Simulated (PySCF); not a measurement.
PySCF input for B(H)(OH)(SiH3) (BH5OSi), SMILES OB[SiH3], IEF-PCM-M06-2X/def2-SVP. Coordinates come from a B3LYP-D3(BJ)/def2-TZVP optimisation. The values are those of a single conformer.

```python
import numpy as np
from pyscf import gto, scf, dft
from pyscf.solvent import pcm

mol = gto.M(
    atom='''
    B    -0.59175591    0.76777193   -0.00000000
    H    -1.75751589    1.03577344    0.00000001
    O     0.24061287    1.83542050   -0.00000000
    H     1.17939921    1.61664213    0.00000000
    Si    0.06498140   -1.15626076    0.00000000
    H    -0.42566480   -1.88252845    1.19964173
    H    -0.42566482   -1.88252844   -1.19964173
    H     1.55358336   -1.22193164   -0.00000001
    ''',
    basis='def2-SVP',
    charge=0,
    spin=0,
    max_memory=1600,
    verbose=3,
)
mf = dft.RKS(mol, xc='m06-2x').density_fit(auxbasis='def2-universal-jkfit')
mf.grids.level = 4
mf.conv_tol = 1e-9
mf.max_cycle = 100
mf.kernel()
res = {}
for name, eps in {'water': 78.355, '1-octanol': 9.8629, 'cyclohexanone': 15.619}.items():
    s = mf.PCM()
    s.with_solvent.method, s.with_solvent.eps, s.with_solvent.lebedev_order = 'IEF-PCM', eps, 29
    s.kernel(mf.make_rdm1())
    res[name] = (s.e_tot, eps, s.dip_moment(), s.mo_energy, s.converged)
    print(f'{name}: electrostatic solvation free energy {(s.e_tot - mf.e_tot) * 627.509474:.3f} kcal/mol')
```

Program output:

```
converged SCF energy = -392.355574365476

WARN: PCM is an experimental feature. It is still in testing.
Features and APIs may be changed in the future.

converged SCF energy = -392.36170781886
Dipole moment(X, Y, Z, Debye):  1.66244,  0.16139,  0.00000
water: electrostatic solvation free energy -3.849 kcal/mol

WARN: PCM is an experimental feature. It is still in testing.
Features and APIs may be changed in the future.

converged SCF energy = -392.360804519128
Dipole moment(X, Y, Z, Debye):  1.59524,  0.14791,  0.00000
1-octanol: electrostatic solvation free energy -3.282 kcal/mol

WARN: PCM is an experimental feature. It is still in testing.
Features and APIs may be changed in the future.

converged SCF energy = -392.361170603491
Dipole moment(X, Y, Z, Debye):  1.62208,  0.15327,  0.00000
cyclohexanone: electrostatic solvation free energy -3.512 kcal/mol
```

The run converged.
